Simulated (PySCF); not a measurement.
# How good is the calculation?

Geometry (Å), atoms numbered from 1 in this order:
```xyz
17

O     2.5750    0.4855   -0.1196
C     1.4062    0.3041    0.1226
C     0.3999    1.4351    0.1786
C    -0.8685    1.1216   -0.6185
C    -1.4604   -0.2263   -0.2230
C    -0.4389   -1.3449   -0.3929
C     0.8365   -1.0704    0.4075
H     0.1328    1.5744    1.2426
H     0.8960    2.3548   -0.1619
H    -1.6054    1.9283   -0.4803
H    -0.6232    1.1078   -1.6950
H    -2.3592   -0.4377   -0.8240
H    -1.7930   -0.1877    0.8304
H    -0.8667   -2.3143   -0.0924
H    -0.1797   -1.4393   -1.4620
H     1.6222   -1.8153    0.2183
H     0.5996   -1.1023    1.4872
```

Calculated, not measured (PySCF): PBE0-D3(BJ)/def2-SVP geometry, NMR shieldings at PBE0/pcSseg-1/GIAO, J: B3LYP/pcJ-1 (without the spin–dipole term). Rapidly exchanging positions averaged, single conformer, no relativistic terms, no solvent model.

Reference values: measured (solution, acetone-d6, 298 K; Fulmer et al., Organometallics 2010, 29, 2176).
```csv
atoms,quantity,reference,computed,"computed, scaled"
C2,δ 13C,210.4,211.5,203.8
C3/C7,δ 13C,42.2,44.0,41.8
C4/C6,δ 13C,27.7,29.5,27.8
C5,δ 13C,25.6,27.6,26.0
H8/H9/H16/H17,δ 1H,2.27,2.12,2.22
H10/H11/H14/H15,δ 1H,1.81,1.71,1.82
H12/H13,δ 1H,1.72,1.55,1.68
```

Reference values: measured (liquid, neat, 295 K; 17O NMR survey of organic solvents and oxofluorinated compounds, PMC5915748).
```
atoms                 quantity  reference  computed  computed, scaled
   O1  δ 17O vs D2O (external)      563.7         –             575.6
```

Reference values: measured (solution, CD3OD, 298 K; Fulmer et al., Organometallics 2010, 29, 2176).
```csv
atoms,quantity,reference,computed,"computed, scaled"
C2,δ 13C,214.7,211.5,203.8
C3/C7,δ 13C,42.6,44.0,41.8
C4/C6,δ 13C,28.2,29.5,27.8
C5,δ 13C,25.9,27.6,26.0
H8/H9/H16/H17,δ 1H,2.34,2.12,2.22
H10/H11/H14/H15,δ 1H,1.86,1.71,1.82
H12/H13,δ 1H,1.75,1.55,1.68
```

Reference values: measured (solution, C6D6, 298 K; Fulmer et al., Organometallics 2010, 29, 2176).
```
atoms  quantity  reference  computed  computed, scaled
   C2     δ 13C      209.1     211.5             203.8
C3/C7     δ 13C       41.8      44.0              41.8
C4/C6     δ 13C       27.0      29.5              27.8
   C5     δ 13C       25.0      27.6              26.0
```

Reference values: measured (solution, CD3CN, 298 K; Fulmer et al., Organometallics 2010, 29, 2176).
| atoms | quantity | reference | computed | computed, scaled |
| --- | --- | --- | --- | --- |
| C2 | δ 13C | 212.0 | 211.5 | 203.8 |
| C3/C7 | δ 13C | 42.4 | 44.0 | 41.8 |
| C4/C6 | δ 13C | 27.8 | 29.5 | 27.8 |
| C5 | δ 13C | 25.6 | 27.6 | 26.0 |
| H8/H9/H16/H17 | δ 1H | 2.27 | 2.12 | 2.22 |
| H10/H11/H14/H15 | δ 1H | 1.81 | 1.71 | 1.82 |
| H12/H13 | δ 1H | 1.70 | 1.55 | 1.68 |

Reference values: measured (solution, THF-d8, 298 K; Fulmer et al., Organometallics 2010, 29, 2176).
```json
{"atoms": "C2", "quantity": "δ 13C", "reference": "208.8", "computed": "211.5", "computed, scaled": "203.8"}
{"atoms": "C3/C7", "quantity": "δ 13C", "reference": "42.2", "computed": "44.0", "computed, scaled": "41.8"}
{"atoms": "C4/C6", "quantity": "δ 13C", "reference": "27.7", "computed": "29.5", "computed, scaled": "27.8"}
{"atoms": "C5", "quantity": "δ 13C", "reference": "25.8", "computed": "27.6", "computed, scaled": "26.0"}
{"atoms": "H8/H9/H16/H17", "quantity": "δ 1H", "reference": "2.24", "computed": "2.12", "computed, scaled": "2.22"}
{"atoms": "H10/H11/H14/H15", "quantity": "δ 1H", "reference": "1.79", "computed": "1.71", "computed, scaled": "1.82"}
{"atoms": "H12/H13", "quantity": "δ 1H", "reference": "1.70", "computed": "1.55", "computed, scaled": "1.68"}
```

Computed shifts are σ(ref) − σ with the named reference compound (TMS for H and C) calculated as an isolated molecule at the same level. The measured values may be among those fitted. Shieldings were converted by linear fits to measured shifts (mostly CDCl3, TMS scale, for H and C): 1H (scatter 0.21 ppm rms, 0.22 ppm with the 3 outliers that the fit left out); 13C (scatter 1.9 ppm rms, 2.3 ppm with the 23 outliers that the fit left out); 17O (scatter 13.5 ppm rms, 14.3 ppm with the 1 outlier that the fit left out vs liquid water, solution or neat liquid). Occasional misses reach two or three times the rms, and more in compound classes unlike the fitted ones.

Coupling constants in Hz:
```tsv
coupling	reference	computed	source
1J(C2,C3)	37.3	39.5	measured; liquid or solution; F. J. Weigert, PhD thesis, Caltech 1968 (Carbon-13 magnetic resonance spectroscopy)
```

(1) How far are the unscaled 13C shifts from the references?

(2) How far are the unscaled 1H shifts from the references?

(3) Among the solvents listed, which proton depends most on the solvent?

Answers

(1) Mean signed difference +1.53 ppm, mean absolute 1.89 ppm over 20 comparisons; the largest is -3.2 ppm at C2 (ketone carbonyl carbon).

(2) Mean signed difference -0.14 ppm, mean absolute 0.14 ppm over 12 comparisons; the largest is -0.22 ppm at H8/H9/H16/H17 (hydrogen on an sp3 CH2 α to a carbonyl).

(3) H8/H9/H16/H17: from 2.24 ppm in THF-d8 to 2.34 ppm in CD3OD. The gas-phase calculation gives a single value and can't show this spread.

34 of the 84 published NMR values on file for this molecule are compared. The rest: values from further sources, protons in aromatic solvents.

Unscaled 3J(H,H) at this level run about 10 % above measured values.
